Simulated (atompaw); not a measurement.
What one change does to a pseudopotential (As, PAW (atompaw))

* Element: As (Z = 33)
* Generator: atompaw 4.2.0.5
* Type: PAW
* Functional: PBE
* Relativity: scalar-relativistic
* Frozen core: [Ar] 3d10
* Valence charge: 5
* Reference configuration: 4s2 4p3
* Partial waves: 4s (bound): rc 2.20 bohr; 4s channel at -0.3 Ry: rc 1.50 bohr; 4p (bound): rc 2.20 bohr; 4p channel at 0.1 Ry: rc 2.20 bohr; 4d channel at 0.1 Ry: rc 2.20 bohr; 4d channel at 0.85 Ry: rc 2.20 bohr
* Local potential: bessel scheme, radius 1.90 bohr
* Core correction: smooth core density matched at 1.75 bohr
* Augmentation charge: sinc compensation charge, radius 1.75 bohr; PAW radius 2.20 bohr; waves and projectors: custom rrkj vanderbiltortho

All-electron outer shells of the reference configuration (PBE, scalar-relativistic, ld1.x):

| shell | level (eV) | outermost node (bohr) | outermost maximum (bohr) |
| --- | --- | --- | --- |
| 3p | -133.68 | 0.22 | 0.52 |
| 3d | -40.65 | – | 0.47 |
| 4s | -14.49 | 0.73 | 1.61 |
| 4p | -5.19 | 0.78 | 2.00 |

Change: local potential bessel scheme, radius 0.98 bohr.

Cutoffs: the cutoffs (Ry, on a coarse ladder) from which the occupation-weighted sum of valence levels, in a spherical-Bessel basis at the reference potential, stays within 10 and 1 mRy of its value at 400 Ry; they do not see the model core or the augmentation charge, which bear on the density cutoff.

Task: What does the change do?

Result: The potential gets neither clearly harder nor softer (10 Ry and 15 Ry → 10 Ry and 15 Ry); the range in which the s phases agree narrows (upper end 1.8 → 0.8); the range in which the d phases agree narrows (upper end 3.3 → 1.8); neither file shows a bound ghost.

```tsv
quantity	base	changed
cutoff, loose	10 Ry	10 Ry
cutoff, tight	15 Ry	15 Ry
bound ghosts	none	none
s: phases at 2.21 bohr within 0.05 rad from the reference energy up to (Ry; the scan ends near 5)	1.8	0.8
p: phases at 2.21 bohr within 0.05 rad from the reference energy up to (Ry; the scan ends near 5)	to the end of the scan	4.5
d: phases at 2.21 bohr within 0.05 rad from the reference energy up to (Ry; the scan ends near 5)	3.3	1.8
lowest overlap eigenvalue by channel	s 0.09, p 0.74, d 0.95	s 0.02, p 0.59, d 0.95
```

 The cutoffs see the waves, projectors and local potential, not the compensation charge or the core.
